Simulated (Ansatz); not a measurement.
`S=C[SiH2]Br` from Hartree–Fock to CCSD(T)

Cartesian coordinates in Å:
```
S 1.2564 -1.9757 -0.3738
C 0.1958 -1.0442 0.3985
Si -0.0926 0.6753 -0.2970
Br -1.6185 1.7534 0.9100
H -0.3253 -1.4060 1.2879
H -0.5891 0.5588 -1.6852
H 1.1733 1.4383 -0.2403
```

The species carries charge 0 and has multiplicity 1. Correlated methods include outer-core shells of Br, which these sets cover unevenly. Scalar relativity is left out up to krypton. All single points use the PBE0-D4/def2-TZVP geometry. It is one conformer, not always the lowest. Frozen core, restricted reference, Ansatz.

```
     basis      HF (Eh)  MP2 corr.
  def2-SVP  -3297.94699   -0.58407
def2-TZVPP  -3298.55121   -0.72252
def2-QZVPP  -3298.62249   -1.07534
```

Task: Estimate the CCSD correlation energy and the (T) correction in each basis where they were run (hartree).

Result: 
```json
{"basis": "def2-SVP", "CCSD corr.": "-0.62146", "(T)": "-0.02004"}
{"basis": "def2-TZVPP", "CCSD corr.": "-0.76170", "(T)": "-0.03429"}
```
